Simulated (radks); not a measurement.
Q: W51+, configuration [Ar] 3d5. Calculated with a radial shooting solver on a logarithmic mesh with Libxc functionals: Dirac Kohn-Sham, exchange-only PBE, spin-unpolarised, spherical densities, finite nucleus; open shells fill j = l - 1/2 first; Fermi nuclear charge, rms radius 5.3658 fm.

Spin-orbit splittings of the eigenvalues, e(l+1/2) - e(l-1/2), with zeta = 2 splitting/(2l+1) and mean radii in bohr:

shell  occ.  splitting (eV)  zeta (eV)  <r> j=l-1/2  <r> j=l+1/2
2p        6               ?          ?      0.06332      0.07114
3p        6           329.9      219.9       0.1811       0.1938
3d        5           75.00      30.00       0.1675       0.1714

Estimate the 2p splitting.

A: 1366 eV (zeta = 910.7 eV).
